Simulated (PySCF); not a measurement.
SMILES OC(C[SiH2]O[SiH3])=O (C₂H₈O₃Si₂), singlet at its GFN2-xTB optimised geometry (Å):

```
15

O      2.8872    -1.6267     0.9343
C      2.1583    -1.6287    -0.0244
O      2.6458    -1.5953    -1.2806
C      0.6807    -1.5987     0.0008
Si     0.1499     0.2397     0.0000
O     -1.4626     0.2397     0.0000
Si    -3.0354     0.6461     0.0000
H      3.6151    -1.5764    -1.2589
H      0.2839    -2.0996    -0.8790
H      0.3197    -2.0896     0.9015
H      0.6022     0.8947    -1.2266
H      0.6075     0.9138     1.2115
H     -3.5693     0.1694     1.2728
H     -3.1155     2.0996    -0.1254
H     -3.6151    -0.0422    -1.1504
```

Level of theory: PBE/def2-TZVP (PySCF 2.14.0). Cells within 0.4 Å of a nucleus heavier than hydrogen are left out (blank, or x).

Map of the electron localisation function on the plane z = 1.2 Å:

```
|000000000000000000000000000|
|000000000000000000000000000|
|000000000000000000000000000|
|000000000000000000000000000|
|000000000000000000000000000|
|000000000000000000000000000|
|000000110000000000000000000|
|000003551000000000000000000|
|000002441000048740000000000|
|000001220000199995000000000|
|000023310000399998100000000|
|001699951120399998000000000|
|005999981241299992000000000|
|006999980242158720001000000|
|003999960131011100244310000|
|000599810000012101677630000|
|0000232000002673028x8851000|
|0000000000018997028x8851000|
|000000000003999801687630000|
|000000000002899600344310000|
|000000000000376100011000000|
|000000000000000000000000000|
|000000000000000000000000000|
|000000000000000000000000000|
|000000000000000000000000000|
|000000000000000000000000000|
|000000000000000000000000000|
```
Scale: ten equal steps from 0.000 (start of '0') to 1.000 (end of '9'), in the order '0123456789'; x runs from -6.00 to 6.00, y from -6.00 (bottom) to 6.00 (top).
